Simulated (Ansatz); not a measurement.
NiBr2(PH3)2 (NiP2H6Br2), 11 atoms. Hardware: 4 threads of Intel Xeon Platinum 8488C on a shared host.

The 6-31G sets use Cartesian d functions. Correlated methods freeze 33 core orbitals; core or outer-core shells of Ni, Br are correlated, in sets that lack core-valence functions.

Question: How many basis functions does each of these Ansatz runs have, and roughly what does it cost? PBE0-D4/def2-TZVPD, charge 0 singlet, energy, from earlier orbitals; PBE0-D4/def2-TZVP, charge 0 triplet, energy, from earlier orbitals; MP2/def2-TZVP, charge 0 singlet, energy, from earlier orbitals; PBE-D4/def2-SVP, charge 0 triplet, relaxation, 12 steps; B3LYP-D4/6-31G, charge 0 singlet, energy, from earlier orbitals; B2PLYP/def2-TZVP, charge 0 singlet, energy and forces, from earlier orbitals; PBE0-D4/def2-SVP, charge 0 unrestricted singlet, energy with a search over starts; r2SCAN-D4/def2-TZVP, charge 0 singlet, energy and forces, from earlier orbitals; PBE-D4/def2-TZVP, charge 0 triplet, energy, from earlier orbitals; HF/6-31G, charge 0 singlet, energy, from earlier orbitals; B97M-V/def2-TZVP, charge 0 singlet, energy, from earlier orbitals; PBE with 15 % exact exchange/def2-SVP, charge 0 singlet, energy, from earlier orbitals.

Answer: Other jobs shared the machine, so times can vary by a factor of up to 3. A dash marks memory too small to be measured apart from the calling script's.

```
                                                                                   run  functions  fitting or Cholesky vectors  wall time  peak host memory (GiB)
                             HF/6-31G, charge 0 singlet, energy, from earlier orbitals        125                         1268        2 s                       –
                       B3LYP-D4/6-31G, charge 0 singlet, energy, from earlier orbitals        125                         1268      2.6 s                       –
PBE with 15 % exact exchange/def2-SVP, charge 0 singlet, energy, from earlier orbitals        161                         1576      3.1 s                       –
                     PBE-D4/def2-TZVP, charge 0 triplet, energy, from earlier orbitals        251                         2003      5.5 s                       –
       r2SCAN-D4/def2-TZVP, charge 0 singlet, energy and forces, from earlier orbitals        251                         2003      6.5 s                       –
                   PBE0-D4/def2-TZVPD, charge 0 singlet, energy, from earlier orbitals        302                         2403        9 s                     1.9
                        MP2/def2-TZVP, charge 0 singlet, energy, from earlier orbitals        251                         1813       12 s                     1.1
                     B97M-V/def2-TZVP, charge 0 singlet, energy, from earlier orbitals        251                         2003       14 s                    0.65
                    PBE0-D4/def2-TZVP, charge 0 triplet, energy, from earlier orbitals        251                         1812       20 s                     1.5
          B2PLYP/def2-TZVP, charge 0 singlet, energy and forces, from earlier orbitals        251                         1813       25 s                     1.1
                               PBE-D4/def2-SVP, charge 0 triplet, relaxation, 12 steps        161                         1844       26 s                       –
     PBE0-D4/def2-SVP, charge 0 unrestricted singlet, energy with a search over starts        161                         1576       43 s                     1.2
```
